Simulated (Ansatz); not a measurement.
Na₆Au⁺, relaxed as a singlet with RKS PBE-D4/def2-SVP in Ansatz, starting from the GFN2-xTB geometry. Force threshold 0.02 eV/Å.

In the def2 sets Au takes a core potential; there is no spin–orbit coupling. The restricted singlet is unstable towards broken spin symmetry in Hartree–Fock (as tested in another run); at PBE-D4/def2-SVP this wasn't settled. The relaxation made no stability test and no search for a lower SCF solution. No other spin state of charge 1 was run. Another isomer (singlet) lies 0.03 eV lower at PBE0-D4/def2-TZVP; other spin states weren't run for this one.

Start:

```tsv
atom	x (Å)	y (Å)	z (Å)
Au1	-1.021	-1.810	1.074
Na2	0.974	-0.835	2.988
Na3	2.700	1.724	2.697
Na4	-0.106	2.334	-2.915
Na5	1.167	1.450	0.015
Na6	-0.841	-0.593	-2.855
Na7	-2.875	-2.271	-1.003
```

Task: Estimate the energy that the relaxation releases and the steps that it takes.

Result: 1.15 eV, in 43 steps; 2.3 min on 4 threads of Arm Neoverse N1 on a shared host. The force fell under the threshold at step 40, but the optimiser went on. No frequencies were taken in this run, so the end may be a saddle point.

Task: Does the start keep its bonding?

Result: Bonds formed: Au1–Na5, Au1–Na6, Na2–Na6, Na3–Na6, Na4–Na7, Na5–Na7 (atoms count from 1). Metal–metal contacts that move far: Na5–Na6 4.05 to 3.30 Å.

Task: Predict the relaxed structure.

Result: 
```xyz
7

Au   -1.056   -1.596    0.761
Na    1.127   -1.394    2.690
Na    3.000    1.412    1.371
Na   -0.822    1.874   -2.951
Na   -0.674    1.343    0.788
Na    1.088   -0.728   -1.077
Na   -2.663   -0.911   -1.581
```
Bond lengths (bridged metal pairs left out): 11 × Na–Na 3.30 to 3.83 Å; 4 × Au–Na 2.92 to 2.96 Å.
